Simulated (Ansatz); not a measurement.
```yaml
crystal:
  periodic: [false, false, false]
  atoms:
    - {symbol: Si, position_ang: [3.012590, 0.371421, 0.196832]}
    - {symbol: N, position_ang: [1.666799, -0.705299, 0.208521]}
    - {symbol: Si, position_ang: [1.803857, -2.411949, 0.406581]}
    - {symbol: Zn, position_ang: [-0.001411, 0.000810, 0.001504]}
    - {symbol: N, position_ang: [-1.669821, 0.706511, -0.204995]}
    - {symbol: Si, position_ang: [-2.335117, 0.769994, -1.793714]}
    - {symbol: Xx, position_ang: [-2.490209, 1.269373, 1.202439]}
    - {symbol: H, position_ang: [3.765993, 0.337613, 1.481685]}
    - {symbol: H, position_ang: [3.972876, 0.049316, -0.895619]}
    - {symbol: H, position_ang: [2.505520, 1.757652, -0.013763]}
    - {symbol: H, position_ang: [0.436552, -3.004567, 0.346976]}
    - {symbol: H, position_ang: [2.416509, -2.775297, 1.715245]}
    - {symbol: H, position_ang: [2.633011, -3.031298, -0.665180]}
    - {symbol: H, position_ang: [-1.332549, 0.214534, -2.747335]}
    - {symbol: H, position_ang: [-3.585608, -0.031756, -1.907988]}
    - {symbol: H, position_ang: [-2.656576, 2.164878, -2.206395]}
    - {symbol: H, position_ang: [-1.598982, 1.065313, 2.380724]}
    - {symbol: H, position_ang: [-3.761505, 0.530010, 1.441476]}
    - {symbol: H, position_ang: [-2.823830, 2.718443, 1.109306]}
basis:
  gaussian: {orbitals: def2-mTZVP}
magnetization: {spin_polarized: true, initial_magnetization: 2}
hamiltonian: {xc: {name: PBE0}}
accuracy: high
output: {forces: true}
```

```sh
$ ansatz run in.yaml --threads 4 --pin off --events-out ev --progress --plain --max-ram 41984MiB --backend cpu
```

How does Ansatz answer? (Best estimate.)

Ansatz gave: The input was rejected before any iteration.
```
Error: YAML parse error: error: line 10 column 16: `Xx` is not an element symbol (H … Og, case-exact)
 8 |     - {symbol: N, position_ang: [-1.669821, 0.706511, -0.204995]}
 9 |     - {symbol: Si, position_ang: [-2.335117, 0.769994, -1.793714]}
10 |     - {symbol: Xx, position_ang: [-2.490209, 1.269373, 1.202439]}
11 |     - {symbol: H, position_ang: [3.765993, 0.337613, 1.481685]}
12 |     - {symbol: H, position_ang: [3.972876, 0.049316, -0.895619]}
```
